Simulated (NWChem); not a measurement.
The numbers come from NWChem runs, not from measurements. System: F$_{4}$Zr, charge 0, spin multiplicity 1, at a geometry optimised with PBE0/def2-SVP with def2 effective core potentials on Zr. The structure started from a generated list of species. Level: RHF/def2-SVPD with def2 effective core potentials on Zr.

The NWChem input:

```
start mol
memory heap 200 mb stack 900 mb global 1100 mb
geometry units angstroms nocenter noautoz
  Zr     0.000000     0.000000     0.000004
  F      0.000000     1.547475    -1.094230
  F      0.000000    -1.547475    -1.094230
  F     -1.547492     0.000000     1.094220
  F      1.547492     0.000000     1.094220
  symmetry group C2v
end
basis spherical
  * library def2-svpd
end
ecp
  Zr library def2-ecp
end
scf
  rhf
  nopen 0
  maxiter 100
  thresh 1e-7
  semidirect memsize 60000000 filesize 0
end
task scf energy
```

NWChem printed:

```
             Northwest Computational Chemistry Package (NWChem) 7.3.0
             --------------------------------------------------------

                                NWChem Input Module
                                -------------------

 Scaling coordinates for geometry "geometry" by  1.889725989
 (inverse scale =  0.529177249)

 Turning off AUTOSYM since
 SYMMETRY directive was detected!

                             Geometry "geometry" -> ""
                             -------------------------

 Output coordinates in angstroms (scale by  1.889725989 to convert to a.u.)

  No.       Tag          Charge          X              Y              Z
 ---- ---------------- ---------- -------------- -------------- --------------
    1 Zr                  40.0000     0.00000000     0.00000000     0.00000400
    2 F                    9.0000     0.00000000     1.54747500    -1.09423000
    3 F                    9.0000     0.00000000    -1.54747500    -1.09423000
    4 F                    9.0000    -1.54749200     0.00000000     1.09422000
    5 F                    9.0000     1.54749200     0.00000000     1.09422000

 Effective nuclear repulsion energy (a.u.)     485.1589316966

            Nuclear Dipole moment (a.u.)
            ----------------------------
        X                 Y               Z
 ---------------- ---------------- ----------------
     0.0000000000     0.0000000000    -0.0000377945

      Symmetry information
      --------------------

 Group name             C2v
 Group number             16
 Group order               4
 No. of unique centers     3

      Symmetry unique atoms

     1    2    4


 Summary of "ao basis" -> "" (spherical)
 ------------------------------------------------------------------------------
       Tag                 Description            Shells   Functions and Types
 ---------------- ------------------------------  ------  ---------------------
 *                         def2-svpd                  on all atoms

 Summary of "ao basis" -> "ao basis" (spherical)
 ------------------------------------------------------------------------------
       Tag                 Description            Shells   Functions and Types
 ---------------- ------------------------------  ------  ---------------------
 Zr                        def2-svpd                12       34   5s4p2d1f
 F                         def2-svpd                 9       23   4s3p2d

                                 NWChem SCF Module
                                 -----------------

  ao basis        = "ao basis"
  functions       =   126
  atoms           =     5
  closed shells   =    24
  open shells     =     0
  charge          =   0.00
  wavefunction    = RHF
  use symmetry    = T
  symmetry adapt  = T

 Summary of "ao basis" -> "ao basis" (spherical)
 ------------------------------------------------------------------------------
       Tag                 Description            Shells   Functions and Types
 ---------------- ------------------------------  ------  ---------------------
 Zr                        def2-svpd                12       34   5s4p2d1f
 F                         def2-svpd                 9       23   4s3p2d

      Symmetry analysis of basis
      --------------------------

        a1         47
        a2         17
        b1         31
        b2         31

 Forming initial guess at       0.1s

      Superposition of Atomic Density Guess
      -------------------------------------

 Sum of atomic energies:        -450.68824576
[...]
    11 b2         12 b1         13 a1         14 b2         15 b1
    16 a2         17 a1         18 a1         19 b1         20 b2
    21 a2         22 b2         23 a1         24 b1         25 a1
    26 b2         27 a1         28 b1         29 a1         30 a2
    31 b2         32 b1         33 a1         34 a1

             Final eigenvalues
             -----------------

              1
    1  -26.3011
    2  -26.3011
    3  -26.3011
    4  -26.3011
    5   -2.6755
    6   -1.7083
    7   -1.7083
    8   -1.7083
    9   -1.5462
   10   -1.4810
   11   -1.4810
   12   -1.4810
   13   -0.7033
   14   -0.7033
   15   -0.7033
   16   -0.6884
   17   -0.6884
   18   -0.6861
   19   -0.6534
   20   -0.6534
   21   -0.6534
   22   -0.6516
   23   -0.6516
   24   -0.6516
   25    0.0395
   26    0.0620
   27    0.0620
   28    0.0620
   29    0.0982
   30    0.0982
   31    0.1275
   32    0.1275
   33    0.1275
   34    0.1945

                       ROHF Final Molecular Orbital Analysis
                       -------------------------------------

 Vector   22  Occ=2.000000D+00  E=-6.516491D-01  Symmetry=b2
              MO Center=  8.3D-14, -5.0D-10,  4.6D-02, r^2= 4.0D+00
   Bfn.  Coefficient  Atom+Function         Bfn.  Coefficient  Atom+Function
  ----- ------------  ---------------      ----- ------------  ---------------
    86      0.326478  4 F  py               109      0.326478  5 F  py
    41      0.299086  2 F  pz                64     -0.299086  3 F  pz
     7      0.263000  1 Zr py                89     -0.239144  4 F  py
   112     -0.239144  5 F  py                44     -0.218832  2 F  pz
    67      0.218832  3 F  pz

 Vector   23  Occ=2.000000D+00  E=-6.516491D-01  Symmetry=a1
              MO Center= -2.3D-09,  4.3D-10,  3.2D-05, r^2= 4.0D+00
   Bfn.  Coefficient  Atom+Function         Bfn.  Coefficient  Atom+Function
  ----- ------------  ---------------      ----- ------------  ---------------
    40      0.299117  2 F  py                63     -0.299117  3 F  py
    85      0.299122  4 F  px               108     -0.299122  5 F  px
     8      0.262999  1 Zr pz                43     -0.218854  2 F  py
    66      0.218854  3 F  py                88     -0.218857  4 F  px
   111      0.218857  5 F  px

 Vector   24  Occ=2.000000D+00  E=-6.516490D-01  Symmetry=b1
              MO Center=  2.4D-09,  8.1D-16, -4.6D-02, r^2= 4.0D+00
   Bfn.  Coefficient  Atom+Function         Bfn.  Coefficient  Atom+Function
  ----- ------------  ---------------      ----- ------------  ---------------
    39      0.326436  2 F  px                62      0.326436  3 F  px
    87      0.299140  4 F  pz               110     -0.299140  5 F  pz
     6      0.263004  1 Zr px                42     -0.239114  2 F  px
    65     -0.239114  3 F  px                90     -0.218870  4 F  pz
   113      0.218870  5 F  pz

 Vector   25  Occ=0.000000D+00  E= 3.953978D-02  Symmetry=a1
              MO Center= -2.7D-13,  5.2D-13,  1.3D-04, r^2= 1.1D+01
   Bfn.  Coefficient  Atom+Function         Bfn.  Coefficient  Atom+Function
  ----- ------------  ---------------      ----- ------------  ---------------
     5      1.889956  1 Zr s                 38     -0.508179  2 F  s
    61     -0.508179  3 F  s                 84     -0.508132  4 F  s
   107     -0.508132  5 F  s                  4      0.456863  1 Zr s
     3     -0.150389  1 Zr s

 Vector   26  Occ=0.000000D+00  E= 6.203219D-02  Symmetry=b2
              MO Center= -3.8D-16, -7.9D-12,  6.6D-01, r^2= 1.6D+01
   Bfn.  Coefficient  Atom+Function         Bfn.  Coefficient  Atom+Function
  ----- ------------  ---------------      ----- ------------  ---------------
    13      1.954970  1 Zr py                16     -1.852147  1 Zr py
    38      0.905331  2 F  s                 61     -0.905331  3 F  s
    24      0.537454  1 Zr d -1              46     -0.507047  2 F  py
    69     -0.507047  3 F  py                47      0.281479  2 F  pz
    70     -0.281479  3 F  pz

 Vector   27  Occ=0.000000D+00  E= 6.203233D-02  Symmetry=a1
              MO Center=  3.4D-09, -3.8D-10, -1.2D-04, r^2= 1.7D+01
   Bfn.  Coefficient  Atom+Function         Bfn.  Coefficient  Atom+Function
  ----- ------------  ---------------      ----- ------------  ---------------
    14      1.954965  1 Zr pz                17     -1.852095  1 Zr pz
    38     -0.640120  2 F  s                 61     -0.640120  3 F  s
    84      0.640156  4 F  s                107      0.640156  5 F  s
    27     -0.537437  1 Zr d  2              47     -0.308005  2 F  pz
    70     -0.308005  3 F  pz                93     -0.308009  4 F  pz

 center of mass
 --------------
 x =   0.00000000 y =   0.00000000 z =  -0.00000023

 moments of inertia (a.u.)
 ------------------
         649.860233872510           0.000000000000           0.000000000000
           0.000000000000         649.867373073989           0.000000000000
           0.000000000000           0.000000000000         649.870381881211

  Mulliken analysis of the total density
  --------------------------------------

    Atom       Charge   Shell Charges
 -----------   ------   -------------------------------------------------------
    1 Zr  12     9.14  -0.48  1.64  0.87  0.03 -0.00  5.98  0.03 -0.02 -0.02  1.02 -0.07  0.17
    2 F    9     9.71   1.99  1.12  0.84  0.02  3.32  2.22  0.20  0.00  0.01
    3 F    9     9.71   1.99  1.12  0.84  0.02  3.32  2.22  0.20  0.00  0.01
    4 F    9     9.71   1.99  1.12  0.84  0.02  3.32  2.22  0.20  0.00  0.01
    5 F    9     9.71   1.99  1.12  0.84  0.02  3.32  2.22  0.20  0.00  0.01

       Multipole analysis of the density wrt the origin
       ------------------------------------------------

     L   x y z        total         open         nuclear
     -   - - -        -----         ----         -------
     0   0 0 0      0.000000      0.000000     48.000000

     1   1 0 0     -0.000000      0.000000      0.000000
     1   0 1 0      0.000000      0.000000      0.000000
     1   0 0 1      0.000030      0.000000     -0.000249

     2   2 0 0    -34.230256      0.000000    153.931323
     2   1 1 0      0.000000      0.000000      0.000000
     2   1 0 1      0.000000      0.000000      0.000000
     2   0 2 0    -34.230026      0.000000    153.927941
     2   0 1 1     -0.000000      0.000000      0.000000
     2   0 0 2    -34.229959      0.000000    153.926516

 Task  times  cpu:        4.8s     wall:        4.8s

 Total times  cpu:        4.8s     wall:        4.8s
```
